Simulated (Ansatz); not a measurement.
System: SnI, net charge 1, singlet state. 
Structure (B3LYP-D3(BJ)/def2-TZVP (Ansatz, a program for electronic structure) minimum search):
```
Sn
I 1 2.6161
```
Charge +1, spin multiplicity 1.

Property: vertical electron affinity (to the doublet state of charge +0; a negative value means that the extra electron is unbound and the number depends on the basis; each state is the SCF solution reached for its spin), in eV. Cores are frozen in the correlated levels unless marked. UHF or UKS for open shells. No spin-orbit coupling. Frozen are the shells of the preceding noble gas and the d and f shells that filled before the atom's block. In def2 rows, elements after Kr have scalar-relativistic effective core potentials. Basis-set limits of correlation are two-point, X^-3; Hartree-Fock from the larger set.

```
level                                 program  vertical electron affinity (eV)
------------------------------------  -------  -------------------------------
PBE/def2-TZVPD                         Ansatz                             6.63
r2SCAN/def2-TZVPD                      Ansatz                             6.83
B3LYP/def2-TZVPD                       Ansatz                                …
PBE0/def2-TZVPD                        Ansatz                             6.80
BHLYP/def2-TZVPD                       Ansatz                                …
wB97M-V/def2-TZVPD                     Ansatz                             6.83
wB97X-V/def2-TZVPD                     Ansatz                                …
wB97X/def2-TZVPD                       Ansatz                             6.76
CCSD/def2-SVPD                         Ansatz                             6.59
CCSD/def2-TZVPPD                       Ansatz                                …
CCSD/def2-QZVPPD                       Ansatz                             6.73
CCSD(T)/CBS(def2-TZVPPD,def2-QZVPPD)   Ansatz                             6.76
```

**Question.** Complete the blanks.

**Answer.** 
- B3LYP/def2-TZVPD, vertical electron affinity (eV): 6.75
- BHLYP/def2-TZVPD, vertical electron affinity (eV): 6.78
- wB97X-V/def2-TZVPD, vertical electron affinity (eV): 6.81
- CCSD/def2-TZVPPD, vertical electron affinity (eV): 6.68
